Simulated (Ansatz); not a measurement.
Calculated with Ansatz (gas phase, PBE0-D4/def2-TZVP geometries, no zero-point term in ΔE). CCSD(T)/CBS is the MP2 limit (def2-TZVPP, def2-QZVPP) plus CCSD(T) − MP2 in def2-TZVPP, frozen cores. This one scheme is used for every species. For Ga outer-core shells are correlated without core-valence functions, which leaves a few kJ/mol of doubt a bond. Scalar relativity is left out up to krypton. One conformer a species, not always the lowest.

`[SiH3]O[SiH2][GaH2]` + H₂ → `[SiH3]O[SiH3]` + `[GaH3]`  (hydrogenolysis of the Si–Ga bond)

```json
{"species": "`[SiH3]O[SiH2][GaH2]`", "MP2/def2-SVP energy (Eh)": "-2580.21315"}
{"species": "H₂", "MP2/def2-SVP energy (Eh)": "-1.15525"}
{"species": "`[SiH3]O[SiH3]`", "MP2/def2-SVP energy (Eh)": "-656.43915"}
{"species": "`[GaH3]`", "MP2/def2-SVP energy (Eh)": "-1924.93972"}
```

Q: Work out ΔE.

A: ΔE = (-656.43915) + (-1924.93972) − (-2580.21315) − (-1.15525) = -0.01047 Eh = -6.6 kcal/mol. CCSD(T)/CBS gives -1.3 kcal/mol.

Q: What do rigid-rotor, harmonic-oscillator terms from PBE0-D4/def2-TZVP frequencies (298.15 K, 1 bar) make of the CCSD(T)/CBS value? (Best estimate.)

A: Ansatz gave: ΔZPE = +1.4 kcal/mol, ΔH = -0.5 kcal/mol, ΔS = 49 J/(mol·K), ΔG = -4.0 kcal/mol. Modes under 50 cm⁻¹ make the entropy rough.

Largest T1 diagnostic among the species: 0.013.

From r2SCAN to r2SCAN0 (25 % exact exchange), in def2-TZVPP and without D4, ΔE moves by −1.8 kcal/mol. Leaving LDA and LC-ωPBE aside and taking each functional with its dispersion term where it has one, the values, not all of them listed here, spread over 7.7 kcal/mol, from B2PLYP to PBE-D4. LDA lies +3.4 kcal/mol from PBE without D4. In def2-TZVPP, CCSD(T) changes the Hartree–Fock value by +13.0 kcal/mol (the triples alone add +2.1 kcal/mol) and MP2 by +13.1 kcal/mol.
